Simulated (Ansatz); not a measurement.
ZnCl2⁻, relaxed as a quartet with UKS r2SCAN-D4/def2-TZVPD in Ansatz, starting from the r2SCAN-D4/def2-TZVPD geometry of the charge -1 doublet. Force threshold 0.02 eV/Å.

The highest occupied level of the charge -1 quartet lies above zero (up to 1.73 eV). The electron is either unbound and held by the finite basis, or the level is raised by self-interaction error. In the quartet, Cl2 and Cl3 lie 2.66 Å apart (atoms count from 1), so these atoms are partly bonded to each other. At r2SCAN-D4/def2-TZVPD a doublet of charge -1 lies 4.74 eV below the quartet, each at its own geometry. The structure comes from a short search, and lower isomers may exist.

Start:

```xyz
3

Zn    0.7629    0.2305    0.0865
Cl   -0.5454   -0.2908    1.8730
Cl   -0.2175    0.0603   -1.9595
```

```tsv
step	energy (eV)	largest force component (eV/Å)	SCF passes
1	-73462.7149	1.154	21
2	-73462.9472	0.742	35
3	-73463.1856	0.438	33
4	-73463.4051	0.462	28
5	-73463.5067	0.201	26
6	-73463.5097	0.113	25
7	-73463.5130	0.022	24
8	-73463.5131	0.001	17
```

Force components are those of the run's own axes.

End:

```xyz
3

Zn    1.302    0.393    0.147
Cl   -0.764   -0.318    1.248
Cl   -0.538   -0.076   -1.396
```

By distances, no bond broke or formed. The bond that changes most is Zn1–Cl2, from 2.27 to 2.45 Å (atoms count from 1).

No frequencies were taken in this run, so the end may be a saddle point.

It took 21 s on 4 threads of Arm Neoverse V1 on a shared host.
